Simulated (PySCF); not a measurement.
# Ba (barium, neutral) across methods

[Xe] 5d1 6s1, high-spin 3D determinant (an excited configuration). Computed with PySCF 2.14 in def2-QZVPPD with the def2 core potential (46 electrons) (7s5p3d2f1g, 60 functions), with a scalar-relativistic core potential.

```tsv
method	E (hartree)	mean ε 5p β (eV)	mean ε 6s α (eV)	mean ε 5d α (eV)	Σ⟨r²⟩ (bohr²)	⟨S²⟩
LC-wPBE	-25.4276	-22.193	-4.707	-4.159	77.47	2.003
B97-3	-25.4207	-19.572	-3.331	-2.258	78.78	2.001
PBE	-25.4362	-17.871	-2.994	-1.772	78.14	2.001
LDA	-25.3415	-17.802	-3.166	-1.726	77.80	2.001
UHF	-25.06571	-23.099	-4.367	-3.829	81.79	2.005
r2SCAN	-25.4296	-18.393	-3.035	-1.906	78.08	2.002
PBE0	-25.4154	-19.364	-3.419	-2.386	78.13	2.001
PBEsol	-25.3708	-17.770	-3.040	-1.731	77.82	2.001
```

(1) Estimate the same row for TPSSh.

Energies and moments cover only the electrons outside the core potential. Spin-orbit coupling, absent here, splits the open shell strongly.

Answers

(1) E (hartree) = -25.4214; mean ε 5p β (eV) = -18.672; mean ε 6s α (eV) = -3.071; mean ε 5d α (eV) = -1.995; Σ⟨r²⟩ (bohr²) = 78.68; ⟨S²⟩ = 2.001.
